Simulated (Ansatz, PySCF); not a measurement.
Ga(H)(Cl)(vinyl) (C2H4ClGa), SMILES C=[CH][GaH][Cl]. Atoms are numbered in the order given.

```xyz
8

Ga    -0.8421    -0.0581     0.0000
H     -2.3112     0.4591     0.0000
Cl     0.6868     1.4896     0.0000
C     -0.1073    -1.8584     0.0000
C      1.2224    -2.0596     0.0000
H     -0.7726    -2.7315     0.0000
H      1.6626    -3.0645     0.0000
H      1.9281    -1.2210     0.0000
```
Charge 0, spin multiplicity 1.

Geometry optimised at TPSSh-D3(BJ)/def2-SVP. One conformer was computed; it need not be the lowest.

Two levels are set side by side: PBE-D3(BJ)/def2-SVP (Ansatz, a quantum-chemistry and plane-wave program) and TPSSh-D3(BJ)/def2-SVP (PySCF). Each level has its own optimised geometry; the coordinates shown are those of the second. Frequencies come from the Hessian of PySCF at each geometry. Differences are taken from unrounded values.

| quantity | TPSSh-D3(BJ) |
|---|---|
| mean bond length (Å) | 1.473 |
| bond Ga1–Cl3 (Å) | 2.176 |
| bond Ga1–C4 (Å) | 1.945 |
| bond C4–C5 (Å) | 1.345 |
| bond Ga1–H2 (Å) | 1.557 |
| bond C4–H6 (Å) | 1.098 |
| bond C5–H7 (Å) | 1.097 |
| bond C5–H8 (Å) | 1.096 |
| highest harmonic wavenumber (cm⁻¹) | 3204 |
| mean harmonic wavenumber (cm⁻¹) | 1216 |
| zero-point energy (kcal/mol) | 31.29 |

Task: What does PBE-D3(BJ) give, and how far is it from TPSSh-D3(BJ)? (An estimate is asked for; the answer gives what the named calculation found.)

Result: 
| quantity | PBE-D3(BJ) | PBE-D3(BJ) minus TPSSh-D3(BJ) |
|---|---|---|
| mean bond length (Å) | 1.481 | 0.008 |
| bond Ga1–Cl3 (Å) | 2.183 | 0.008 |
| bond Ga1–C4 (Å) | 1.951 | 0.007 |
| bond C4–C5 (Å) | 1.350 | 0.005 |
| bond Ga1–H2 (Å) | 1.569 | 0.011 |
| bond C4–H6 (Å) | 1.105 | 0.008 |
| bond C5–H7 (Å) | 1.105 | 0.008 |
| bond C5–H8 (Å) | 1.105 | 0.009 |
| highest harmonic wavenumber (cm⁻¹) | 3135 | -70 |
| mean harmonic wavenumber (cm⁻¹) | 1182 | -34 |
| zero-point energy (kcal/mol) | 30.41 | -0.89 |

GGA bonds tend to be longer and softer than those of functionals with exact exchange. Differences between two approximate levels are no errors against the true value.
